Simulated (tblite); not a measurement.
Record of a relaxation.

Species: C₆H₁₄AsB.
Numbering: `[CH3:1][CH2:2][B:3]([AsH2:4])[CH:5]1[CH2:6][CH2:7][CH2:8]1` (hydrogens: H9, H10, H11 on C1; H12, H13 on C2; H14, H15 on As4; H16 on C5; H17, H18 on C6; H19, H20 on C7; H21, H22 on C8)

Computed with GFN2-xTB (tblite), gas phase: L-BFGS steps from a force-field or distance-geometry start until the largest atomic force falls under 0.01 eV/Å. 8 of its 241 geometries are shown.

Step 0: E = -640.2117 eV, largest atomic force 1.681 eV/Å
```
atom  x, y, z in Å  |  force x, y, z in eV/Å
C1     -2.533   -0.220   -1.072   -0.883  -0.209  -0.625
C2     -2.076   -0.131    0.368    0.750  -0.039   1.095
B3     -0.530    0.301    0.472   -0.233  -0.353  -0.163
As4    -0.065    2.119    1.300   -0.291   0.004   0.177
C5      0.610   -0.668   -0.091   -1.673   0.139  -0.095
C6      1.767   -0.906    0.862    0.812  -0.550   0.878
C7      2.725   -0.239   -0.126    0.947   0.135   0.365
C8      1.574    0.004   -1.081   -0.102   0.086  -0.933
H9     -1.959   -0.988   -1.629   -0.336   0.555   0.256
H10    -2.432    0.766   -1.569    0.012  -0.646   0.188
H11    -3.618   -0.504   -1.096    0.866   0.199  -0.159
H12    -2.701    0.601    0.921    0.055  -0.407  -0.297
H13    -2.199   -1.123    0.878   -0.065   0.648  -0.435
H14    -1.180    2.844    0.498    0.224  -0.333   0.437
H15    -0.991    1.857    2.544    0.242   0.190  -0.691
H16     0.204   -1.622   -0.485    0.147   0.396   0.117
H17     1.708   -0.345    1.829   -0.039  -0.722  -0.512
H18     1.992   -1.992    0.999   -0.198   0.902   0.343
H19     3.155    0.707    0.277    0.092  -0.818  -0.406
H20     3.485   -0.949   -0.524   -0.187   0.804   0.339
H21     1.673   -0.578   -2.021   -0.140   0.715   0.324
H22     1.382    1.085   -1.257    0.000  -0.694  -0.204
```

Step 34: E = -640.5152 eV, largest atomic force 0.017 eV/Å
```
atom  x, y, z in Å  |  force x, y, z in eV/Å
C1     -2.534   -0.226   -1.073    0.002   0.010  -0.004
C2     -2.070   -0.143    0.391   -0.007  -0.002  -0.014
B3     -0.549    0.281    0.478   -0.015   0.007   0.004
As4     0.026    2.082    1.262    0.004   0.006  -0.006
C5      0.561   -0.679   -0.089    0.002   0.012   0.009
C6      1.757   -0.910    0.875    0.002  -0.006  -0.001
C7      2.707   -0.217   -0.109   -0.005  -0.004   0.001
C8      1.543    0.001   -1.083    0.004   0.000  -0.002
H9     -1.941   -0.948   -1.629    0.004   0.001   0.017
H10    -2.426    0.744   -1.556   -0.009   0.008  -0.010
H11    -3.580   -0.522   -1.130    0.007   0.004   0.004
H12    -2.738    0.548    0.916    0.011  -0.008   0.002
H13    -2.218   -1.130    0.842    0.002   0.005   0.001
H14    -1.101    2.809    0.573    0.002  -0.015  -0.008
H15    -0.881    1.924    2.454    0.001  -0.012   0.007
H16     0.181   -1.624   -0.485    0.004   0.012   0.010
H17     1.661   -0.399    1.837    0.000  -0.009  -0.001
H18     1.980   -1.958    1.060    0.006  -0.008   0.001
H19     3.147    0.705    0.272   -0.014  -0.003  -0.002
H20     3.503   -0.853   -0.492    0.006   0.014   0.005
H21     1.642   -0.518   -2.034    0.000  -0.010  -0.002
H22     1.320    1.052   -1.282   -0.006  -0.001  -0.010
```

Step 69: E = -640.5314 eV, largest atomic force 0.042 eV/Å
```
atom  x, y, z in Å  |  force x, y, z in eV/Å
C1     -2.510   -0.146   -1.080    0.004   0.011   0.018
C2     -2.053   -0.121    0.389   -0.011  -0.003  -0.026
B3     -0.523    0.265    0.470    0.001  -0.007   0.020
As4     0.080    2.079    1.188    0.011  -0.009   0.005
C5      0.547   -0.756   -0.069    0.024  -0.002   0.014
C6      1.768   -0.951    0.868    0.003  -0.002   0.014
C7      2.629   -0.092   -0.065   -0.017  -0.002  -0.002
C8      1.508   -0.121   -1.110   -0.002  -0.003  -0.005
H9     -1.908   -0.849   -1.655   -0.037   0.017   0.009
H10    -2.399    0.841   -1.527   -0.008  -0.014   0.004
H11    -3.555   -0.442   -1.154    0.024   0.010  -0.008
H12    -2.698    0.574    0.938   -0.019  -0.024  -0.026
H13    -2.225   -1.118    0.806   -0.011   0.013   0.006
H14    -1.127    2.781    0.623   -0.017  -0.003  -0.005
H15    -0.706    1.874    2.458    0.019   0.000  -0.001
H16     0.124   -1.706   -0.407    0.008   0.009  -0.002
H17     1.644   -0.563    1.882    0.004   0.015   0.019
H18     2.092   -1.988    0.930    0.020  -0.004  -0.005
H19     2.810    0.908    0.331    0.004  -0.010  -0.004
H20     3.579   -0.526   -0.373   -0.026   0.004   0.005
H21     1.715   -0.779   -1.952    0.008  -0.003  -0.016
H22     1.198    0.854   -1.493    0.017   0.008  -0.014
```

Step 103: E = -640.5645 eV, largest atomic force 0.169 eV/Å
```
atom  x, y, z in Å  |  force x, y, z in eV/Å
C1     -2.549    0.014   -1.179    0.050  -0.017   0.009
C2     -2.098   -0.200    0.274    0.004   0.000   0.043
B3     -0.567    0.180    0.413   -0.028   0.122   0.075
As4    -0.005    2.082    0.857   -0.143  -0.047   0.077
C5      0.568   -0.858    0.071   -0.034   0.056  -0.038
C6      1.824   -0.846    0.979    0.020  -0.040   0.001
C7      2.567    0.007   -0.054   -0.012  -0.005  -0.014
C8      1.452   -0.273   -1.067    0.062   0.031  -0.037
H9     -2.067   -0.707   -1.834    0.016  -0.011  -0.055
H10    -2.277    1.016   -1.515   -0.037   0.016  -0.004
H11    -3.628   -0.100   -1.266    0.020  -0.008  -0.034
H12    -2.733    0.433    0.901    0.023   0.033   0.063
H13    -2.314   -1.233    0.555    0.015  -0.056  -0.045
H14    -1.413    2.583    1.119    0.116  -0.059   0.055
H15     0.126    1.675    2.304   -0.021   0.106  -0.056
H16     0.204   -1.866   -0.139    0.005  -0.032  -0.002
H17     1.697   -0.403    1.968   -0.020   0.040  -0.013
H18     2.261   -1.836    1.100   -0.005  -0.014  -0.009
H19     2.608    1.063    0.228    0.031  -0.037   0.006
H20     3.569   -0.324   -0.329   -0.071  -0.002   0.013
H21     1.717   -1.003   -1.829    0.017  -0.039   0.033
H22     1.047    0.616   -1.560   -0.006  -0.035  -0.067
```

Step 137: E = -640.6149 eV, largest atomic force 0.022 eV/Å
```
atom  x, y, z in Å  |  force x, y, z in eV/Å
C1     -2.496    0.074   -1.223   -0.007   0.006  -0.005
C2     -2.123   -0.259    0.232   -0.002  -0.002  -0.009
B3     -0.620    0.185    0.458    0.009   0.005   0.001
As4    -0.185    2.124    0.778    0.010  -0.010   0.002
C5      0.527   -0.849    0.131    0.002  -0.001   0.005
C6      1.797   -0.789    1.015   -0.010  -0.003  -0.002
C7      2.515    0.014   -0.074   -0.003  -0.008  -0.001
C8      1.398   -0.346   -1.058   -0.007  -0.013   0.009
H9     -1.878   -0.498   -1.913   -0.004   0.022   0.001
H10    -2.342    1.136   -1.420    0.001  -0.008  -0.003
H11    -3.540   -0.163   -1.418    0.003  -0.008  -0.004
H12    -2.823    0.272    0.886   -0.001   0.001   0.002
H13    -2.287   -1.328    0.389   -0.008  -0.003   0.005
H14    -1.391    2.397    1.630   -0.003   0.010   0.009
H15     0.635    1.881    2.008   -0.010   0.005   0.009
H16     0.160   -1.869   -0.016    0.010  -0.001   0.007
H17     1.680   -0.292    1.980    0.004   0.016  -0.015
H18     2.241   -1.769    1.182   -0.001   0.001  -0.017
H19     2.547    1.084    0.149   -0.010  -0.003  -0.009
H20     3.516   -0.321   -0.338    0.007   0.004  -0.005
H21     1.671   -1.149   -1.740    0.010   0.003   0.005
H22     0.984    0.482   -1.638    0.008  -0.010   0.016
```

Step 171: E = -640.6213 eV, largest atomic force 0.035 eV/Å
```
atom  x, y, z in Å  |  force x, y, z in eV/Å
C1     -2.475    0.177   -1.258    0.011   0.005  -0.003
C2     -2.098   -0.283    0.160   -0.002  -0.001   0.001
B3     -0.612    0.164    0.490    0.015  -0.001   0.015
As4    -0.175    2.092    0.873   -0.012  -0.008   0.016
C5      0.545   -0.877    0.238    0.026  -0.013   0.002
C6      1.862   -0.728    1.035    0.023   0.009  -0.004
C7      2.494    0.011   -0.148   -0.002   0.006  -0.007
C8      1.336   -0.451   -1.037    0.007   0.001  -0.005
H9     -1.818   -0.285   -1.994   -0.004   0.012   0.004
H10    -2.380    1.261   -1.344   -0.002  -0.007   0.002
H11    -3.501   -0.100   -1.496    0.024   0.022   0.014
H12    -2.819    0.163    0.854   -0.005   0.005   0.003
H13    -2.236   -1.366    0.212   -0.011   0.001   0.004
H14    -1.445    2.395    1.619    0.002  -0.022  -0.021
H15     0.517    1.807    2.174   -0.010   0.010  -0.027
H16     0.193   -1.910    0.193    0.004  -0.020  -0.016
H17     1.799   -0.170    1.972   -0.022   0.008  -0.009
H18     2.341   -1.686    1.232   -0.008  -0.003   0.006
H19     2.500    1.095   -0.008    0.001  -0.005   0.014
H20     3.491   -0.313   -0.443   -0.021   0.014  -0.003
H21     1.599   -1.298   -1.668   -0.026  -0.001   0.009
H22     0.871    0.320   -1.655    0.009  -0.012   0.008
```

Step 206: E = -640.6336 eV, largest atomic force 0.066 eV/Å
```
atom  x, y, z in Å  |  force x, y, z in eV/Å
C1     -2.478    0.428   -1.226    0.002   0.030  -0.036
C2     -2.012   -0.359    0.006    0.003   0.007  -0.037
B3     -0.577    0.102    0.498    0.008  -0.012   0.036
As4    -0.228    2.033    0.954   -0.062   0.004  -0.021
C5      0.607   -0.927    0.394    0.005  -0.012  -0.032
C6      1.954   -0.597    1.069   -0.005   0.000  -0.025
C7      2.478   -0.036   -0.257    0.005   0.007   0.001
C8      1.287   -0.662   -0.986    0.000  -0.014   0.026
H9     -1.846    0.199   -2.084   -0.018  -0.006   0.022
H10    -2.422    1.505   -1.046   -0.024  -0.035   0.032
H11    -3.505    0.175   -1.485    0.021   0.016  -0.004
H12    -2.742   -0.184    0.806    0.017  -0.018  -0.015
H13    -2.059   -1.425   -0.233   -0.021   0.010   0.024
H14    -1.618    2.291    1.469    0.039   0.016  -0.007
H15     0.231    1.730    2.349    0.000   0.002   0.008
H16     0.304   -1.970    0.520   -0.008   0.011   0.000
H17     1.906    0.110    1.899    0.029  -0.007   0.021
H18     2.497   -1.486    1.387   -0.009   0.011   0.030
H19     2.461    1.055   -0.293   -0.012   0.015   0.030
H20     3.462   -0.381   -0.566    0.037  -0.009  -0.024
H21     1.536   -1.584   -1.508   -0.008   0.014  -0.027
H22     0.751    0.001   -1.668    0.001  -0.032  -0.002
```

Step 240: E = -640.6467 eV, largest atomic force 0.009 eV/Å
```
atom  x, y, z in Å  |  force x, y, z in eV/Å
C1     -2.779    0.557   -1.021   -0.004   0.003  -0.004
C2     -1.957   -0.426   -0.183    0.002   0.002  -0.004
B3     -0.552    0.109    0.317    0.002   0.001  -0.006
As4    -0.208    2.075    0.562   -0.002  -0.004   0.001
C5      0.623   -0.943    0.363    0.001  -0.002   0.001
C6      1.902   -0.619    1.163    0.002   0.000   0.000
C7      2.553   -0.077   -0.113    0.001   0.002  -0.001
C8      1.451   -0.741   -0.943   -0.002  -0.004  -0.001
H9     -2.238    0.824   -1.929   -0.001  -0.005   0.005
H10    -2.977    1.472   -0.461    0.001   0.003   0.000
H11    -3.735    0.124   -1.312    0.003  -0.001   0.005
H12    -2.540   -0.685    0.711    0.000   0.001  -0.003
H13    -1.857   -1.363   -0.742    0.006   0.001  -0.001
H14    -1.496    2.351    1.281   -0.001   0.002   0.004
H15     0.496    1.947    1.881   -0.002   0.000  -0.003
H16     0.280   -1.973    0.491    0.000  -0.002   0.009
H17     1.790    0.091    1.984   -0.002  -0.002  -0.001
H18     2.400   -1.512    1.538   -0.006  -0.003   0.002
H19     2.510    1.014   -0.168    0.002   0.007   0.003
H20     3.573   -0.401   -0.315    0.000  -0.001  -0.005
H21     1.760   -1.684   -1.388    0.004  -0.003   0.000
H22     0.992   -0.121   -1.716   -0.005   0.004   0.001
```

Problem. Summarise the path.

Solution. The energy falls by 10.03 kcal/mol from step 0 to step 240; nine tenths of that is first reached at step 115. It rises by more than 0.2 meV at steps 94 and 211. The largest force goes from 1.681 to 0.009 eV/Å. Among the bonds As4–H15 changes most, from 1.573 to 1.501 Å; the atoms move by 1.029 Å rms after alignment.

Problem. Follow the three bonds and two angles with the largest change from start to end.

Solution. 
```json
{"step": "0", "E above end (kcal/mol)": "10.03", "largest force (eV/Å)": "1.681", "As4–H15 (Å)": "1.573", "As4–H14 (Å)": "1.553", "B3–As4 (Å)": "2.051", "B3–C5–C8 (°)": "114.1", "H19–C7–H20 (°)": "114.1"}
{"step": "10", "E above end (kcal/mol)": "3.19", "largest force (eV/Å)": "0.056", "As4–H15 (Å)": "1.510", "As4–H14 (Å)": "1.509", "B3–As4 (Å)": "2.048", "B3–C5–C8 (°)": "115.1", "H19–C7–H20 (°)": "108.5"}
{"step": "21", "E above end (kcal/mol)": "3.07", "largest force (eV/Å)": "0.054", "As4–H15 (Å)": "1.505", "As4–H14 (Å)": "1.505", "B3–As4 (Å)": "2.047", "B3–C5–C8 (°)": "114.5", "H19–C7–H20 (°)": "108.6"}
{"step": "31", "E above end (kcal/mol)": "3.04", "largest force (eV/Å)": "0.017", "As4–H15 (Å)": "1.506", "As4–H14 (Å)": "1.506", "B3–As4 (Å)": "2.047", "B3–C5–C8 (°)": "114.3", "H19–C7–H20 (°)": "108.7"}
{"step": "42", "E above end (kcal/mol)": "2.95", "largest force (eV/Å)": "0.062", "As4–H15 (Å)": "1.504", "As4–H14 (Å)": "1.507", "B3–As4 (Å)": "2.046", "B3–C5–C8 (°)": "113.4", "H19–C7–H20 (°)": "108.7"}
{"step": "52", "E above end (kcal/mol)": "2.79", "largest force (eV/Å)": "0.036", "As4–H15 (Å)": "1.505", "As4–H14 (Å)": "1.508", "B3–As4 (Å)": "2.040", "B3–C5–C8 (°)": "112.2", "H19–C7–H20 (°)": "108.7"}
{"step": "63", "E above end (kcal/mol)": "2.71", "largest force (eV/Å)": "0.046", "As4–H15 (Å)": "1.504", "As4–H14 (Å)": "1.511", "B3–As4 (Å)": "2.043", "B3–C5–C8 (°)": "112.0", "H19–C7–H20 (°)": "108.8"}
{"step": "73", "E above end (kcal/mol)": "2.64", "largest force (eV/Å)": "0.027", "As4–H15 (Å)": "1.506", "As4–H14 (Å)": "1.508", "B3–As4 (Å)": "2.042", "B3–C5–C8 (°)": "113.0", "H19–C7–H20 (°)": "108.8"}
{"step": "83", "E above end (kcal/mol)": "2.60", "largest force (eV/Å)": "0.041", "As4–H15 (Å)": "1.507", "As4–H14 (Å)": "1.508", "B3–As4 (Å)": "2.043", "B3–C5–C8 (°)": "112.9", "H19–C7–H20 (°)": "108.7"}
{"step": "94", "E above end (kcal/mol)": "2.62", "largest force (eV/Å)": "0.456", "As4–H15 (Å)": "1.532", "As4–H14 (Å)": "1.536", "B3–As4 (Å)": "2.041", "B3–C5–C8 (°)": "111.0", "H19–C7–H20 (°)": "108.7"}
{"step": "104", "E above end (kcal/mol)": "1.84", "largest force (eV/Å)": "0.119", "As4–H15 (Å)": "1.498", "As4–H14 (Å)": "1.508", "B3–As4 (Å)": "2.029", "B3–C5–C8 (°)": "109.0", "H19–C7–H20 (°)": "108.9"}
{"step": "115", "E above end (kcal/mol)": "1.00", "largest force (eV/Å)": "0.099", "As4–H15 (Å)": "1.505", "As4–H14 (Å)": "1.507", "B3–As4 (Å)": "2.018", "B3–C5–C8 (°)": "110.0", "H19–C7–H20 (°)": "108.7"}
{"step": "125", "E above end (kcal/mol)": "0.78", "largest force (eV/Å)": "0.025", "As4–H15 (Å)": "1.498", "As4–H14 (Å)": "1.503", "B3–As4 (Å)": "2.014", "B3–C5–C8 (°)": "111.0", "H19–C7–H20 (°)": "108.8"}
{"step": "136", "E above end (kcal/mol)": "0.74", "largest force (eV/Å)": "0.026", "As4–H15 (Å)": "1.499", "As4–H14 (Å)": "1.502", "B3–As4 (Å)": "2.013", "B3–C5–C8 (°)": "110.7", "H19–C7–H20 (°)": "108.9"}
{"step": "146", "E above end (kcal/mol)": "0.70", "largest force (eV/Å)": "0.018", "As4–H15 (Å)": "1.500", "As4–H14 (Å)": "1.502", "B3–As4 (Å)": "2.013", "B3–C5–C8 (°)": "110.5", "H19–C7–H20 (°)": "108.9"}
{"step": "157", "E above end (kcal/mol)": "0.68", "largest force (eV/Å)": "0.038", "As4–H15 (Å)": "1.500", "As4–H14 (Å)": "1.501", "B3–As4 (Å)": "2.015", "B3–C5–C8 (°)": "110.2", "H19–C7–H20 (°)": "109.0"}
{"step": "167", "E above end (kcal/mol)": "0.61", "largest force (eV/Å)": "0.033", "As4–H15 (Å)": "1.501", "As4–H14 (Å)": "1.503", "B3–As4 (Å)": "2.013", "B3–C5–C8 (°)": "109.3", "H19–C7–H20 (°)": "108.7"}
{"step": "177", "E above end (kcal/mol)": "0.50", "largest force (eV/Å)": "0.075", "As4–H15 (Å)": "1.500", "As4–H14 (Å)": "1.502", "B3–As4 (Å)": "2.013", "B3–C5–C8 (°)": "107.2", "H19–C7–H20 (°)": "109.2"}
{"step": "188", "E above end (kcal/mol)": "0.43", "largest force (eV/Å)": "0.013", "As4–H15 (Å)": "1.500", "As4–H14 (Å)": "1.503", "B3–As4 (Å)": "2.014", "B3–C5–C8 (°)": "106.5", "H19–C7–H20 (°)": "109.0"}
{"step": "198", "E above end (kcal/mol)": "0.40", "largest force (eV/Å)": "0.037", "As4–H15 (Å)": "1.501", "As4–H14 (Å)": "1.504", "B3–As4 (Å)": "2.015", "B3–C5–C8 (°)": "107.0", "H19–C7–H20 (°)": "108.8"}
{"step": "209", "E above end (kcal/mol)": "0.25", "largest force (eV/Å)": "0.076", "As4–H15 (Å)": "1.501", "As4–H14 (Å)": "1.502", "B3–As4 (Å)": "2.014", "B3–C5–C8 (°)": "106.0", "H19–C7–H20 (°)": "108.8"}
{"step": "219", "E above end (kcal/mol)": "0.08", "largest force (eV/Å)": "0.043", "As4–H15 (Å)": "1.502", "As4–H14 (Å)": "1.502", "B3–As4 (Å)": "2.012", "B3–C5–C8 (°)": "106.0", "H19–C7–H20 (°)": "109.2"}
{"step": "230", "E above end (kcal/mol)": "0.03", "largest force (eV/Å)": "0.045", "As4–H15 (Å)": "1.500", "As4–H14 (Å)": "1.502", "B3–As4 (Å)": "2.008", "B3–C5–C8 (°)": "106.3", "H19–C7–H20 (°)": "109.1"}
{"step": "240", "E above end (kcal/mol)": "0.00", "largest force (eV/Å)": "0.009", "As4–H15 (Å)": "1.501", "As4–H14 (Å)": "1.501", "B3–As4 (Å)": "2.011", "B3–C5–C8 (°)": "106.5", "H19–C7–H20 (°)": "109.0"}
```

What follows is the cost of the whole relaxation. Time: 3.4 s wall. Hardware: one thread of an Arm Neoverse N1, on a shared host.
